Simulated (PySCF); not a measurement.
# How methods differ on the excitation energy of In⁺

In⁺ [Kr] 4d10 5s2 (1S) → In⁺ [Kr] 4d10 5s1 5p1 (3P), as a difference of total energies. Calculation: PySCF 2.14, in aug-cc-pVTZ-PP with ECP28MDF (6s5p4d2f, 55 functions); scalar relativity through the core potential. Correlated levels: valence: 4s2 4p6 4d10 frozen. The calculations carry no spin-orbit coupling.

Order these methods by the excitation energy they give, lowest first.
A. UHF
B. SCS-MP2 (valence)
C. MP2 (valence)
D. CCSD (valence)

A (4.091 eV), C (4.668 eV), B (4.833 eV), D (4.887 eV).

Errors of the correlated levels include the incompleteness of this basis and the frozen core.

With two correlated electrons CCSD is exact in that space.

For comparison: 5.531 eV (measured; NIST levels, between the centres of gravity of the two terms).
